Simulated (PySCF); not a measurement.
**Exercise with solution: chemical shift, span and skew from a shielding tensor**

silylmethoxysilane (CH₈OSi₂), SMILES C(O[SiH3])[SiH3]. Atoms are numbered in the order given.

```xyz
12

Si     1.6540     0.9565    -0.5810
C      0.7486    -0.6981    -0.3002
O     -0.6581    -0.5179    -0.4274
Si    -1.7171    -0.3983     0.8564
H      3.1278     0.7556    -0.4408
H      1.3504     1.4697    -1.9460
H      1.1929     1.9507     0.4298
H      1.0765    -1.4327    -1.0572
H      1.0281    -1.1281     0.6826
H     -1.4357     0.8103     1.6892
H     -3.0780    -0.3060     0.2707
H     -1.6063    -1.6018     1.7368
```

The structure is a stationary point at B3LYP-D3(BJ)/def2-SVP. The values are those of a single conformer.

GIAO shieldings from PBE/pcSseg-1 in PySCF, non-relativistic, no solvent. The symmetric part of the tensor of Si4 has the principal values 304.1, 328.6, 466.8 ppm. The same nucleus in TMS has σ = 335.4 ppm at this level (PySCF, at its B3LYP-D3(BJ)/def2-TZVP geometry).

### Question
Work out the isotropic shielding, the ²⁹Si shift against TMS, the span and the skew.

### Answer

σ(iso) = (σ11 + σ22 + σ33)/3 = 366.5 ppm. δ = σ(ref) − σ(iso) = 335.4 − (366.5) = -31.1 ppm.
Span Ω = σ33 − σ11 = 162.7 ppm. Skew κ = 3(σ(iso) − σ22)/Ω = 0.70. Tumbling in solution averages the tensor to δ; in a static solid the shielding alone would spread this spin-1/2 line over Ω.
